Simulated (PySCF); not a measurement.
Work out the structure from these simulated measurements.

Elements present: Al, C and H. Monoisotopic mass: 108.0520 u.

| Property | Result |
| --- | --- |
| Dipole | 1.57 D [B3LYP/def2-SVPD] |
| 13C NMR | chemical shifts (computed TMS as zero) by class: 89.2 (1 C), 71.8 (1 C), 37.8 (1 C), 28.6 (1 C), 15.8 (1 C), 12.6 (1 C) ppm [GIAO PBE0/pcSseg-1] |
| Rotational structure | rotational constants A, B, C: 4.027, 1.578, 1.229 GHz [PBE0-D3(BJ)/def2-SVP] |
| Valence photoelectron | vertical ionisation energy: 8.28 eV [ΔSCF B3LYP/def2-SVPD] |
| UV, first state | lowest singlet excitation: 3.88 eV (320 nm, f = 0.008) [TDDFT B3LYP/def2-SVPD] |
| Triplet | lowest triplet excitation (Tamm–Dancoff): 3.67 eV [TDA B3LYP/def2-SVPD] |
| Polarisability | 97.0 au [B3LYP/def2-SVPD] |
| UV, strongest line | among the 10 lowest singlet transitions: S10 at 6.49 eV (191 nm, f = 0.068) [TDDFT B3LYP/def2-SVPD] |
| 1H NMR | chemical shifts (computed TMS as zero) by class: 5.64 (1 H), 2.50 (1 H), 2.18 (1 H), 1.93 (1 H), 1.18 (1 H), 1.10 (1 H), 1.00 (1 H), 0.61 (1 H), 0.06 (1 H) ppm [GIAO PBE0/pcSseg-1] |

The electronic properties come from PySCF, for the isolated species, density fitting. Levels stand in brackets. Isolated species at its PBE0-D3(BJ)/def2-SVP geometry (one conformer only). Each NMR value is the plain mean over a class of atoms that symmetry, rotation or inversion makes alike.

Task: Which formula fits the mass and the elements?

Result: C6H9Al (calculated 108.0520). No other formula that holds each of these elements comes within 0.0003 u with a fitting electron parity and a possible valence count.

Task: What is the compound? Reason from the data.

Result: Numbering: `[CH:1]#[C:2][C@H:3]1[CH2:4][CH2:5][CH2:6][AlH:7]1`. 6 carbons fall into 6 classes; from least to most shielded: alkyne carbon [C2] (89.2 ppm), terminal alkyne carbon [C1] (71.8 ppm), ring CH2 carbon [C4] (37.8 ppm), ring CH2 carbon [C5] (28.6 ppm), propargylic carbon [C3] (15.8 ppm), ring CH2 carbon [C6] (12.6 ppm). Hydrogen classes from least to most shielded: 1 H on an aluminium bonded to 2 C and H, Al7 (5.64 ppm), 1 H on a ring CH2 carbon, C4 (2.50 ppm), 1 H on a ring CH2 carbon, C5 (2.18 ppm), 1 H on a terminal alkyne carbon, C1 (1.93 ppm), 1 H on a ring CH2 carbon, C4 (1.18 ppm), 1 H on a propargylic carbon, C3 (1.10 ppm), 1 H on a ring CH2 carbon, C5 (1.00 ppm), 1 H on a ring CH2 carbon, C6 (0.61 ppm), 1 H on a ring CH2 carbon, C6 (0.06 ppm). S1 is mainly HOMO→LUMO (weight 0.98); the largest Löwdin shares of the orbital it empties are 0.28 on the terminal alkyne carbon, 0.21 on the alkyne carbon, 0.19 on the propargylic carbon and 0.10 on the aluminium bonded to 2 C and H, of the orbital it fills 0.57 on the aluminium bonded to 2 C and H, 0.11 on the Al–H hydrogen, 0.10 on a ring CH2 carbon and 0.09 on the propargylic carbon. The optimised geometry has point group C1 and is an asymmetric top. Structure: `C#C[C@H]1CC[CH2][AlH]1`. Computed isomers that give other values at the same levels: `C=[CH][Al]([CH]=C)[CH]=C` (13C chemical shifts (computed TMS as zero) by class: 153.7 (3 C), 147.8 (3 C) ppm). The assignments are read from this structure; whether some other isomer fits the data as well wasn't checked. The mirror image fits equally.
